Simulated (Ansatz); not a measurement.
C2H2F2OSi (SMILES FC1=CO[Si@H]1F) moved off its minimum; all values from Ansatz (a quantum-chemistry and plane-wave program), cores frozen in correlated methods.
(charge 0, multiplicity 1)
```xyz
8

F      2.1948    -0.2291     0.9808
C      0.9777     0.1047     0.3064
C      0.7497     1.1790    -0.5043
O     -0.6335     1.0897    -0.7760
Si    -0.8814    -0.2256     0.1704
F     -1.4478    -1.3474    -0.6077
H      1.2517     2.0130    -0.7336
H     -1.6967    -0.0453     1.3180
```

Task: Give the forces (eV/Å), the total energy and the dipole at CCSD(T)/aug-cc-pV(T+d)Z.

Result: 
```csv
atom,Fx,Fy,Fz
F1,-2.340,0.638,-1.369
C2,2.048,-0.369,0.705
C3,-1.775,-3.850,2.482
O4,-0.355,1.501,-1.354
Si5,2.978,2.910,2.443
F6,-1.823,-4.012,-2.593
H7,1.807,2.941,-1.172
H8,-0.540,0.240,0.858
```
Energy -640.9775 hartree, dipole 1.16 D.

Doubts at one or more of the structures used: a restricted determinant that unrestricted orbitals would lower (CCSD(T)/aug-cc-pV(T+d)Z).
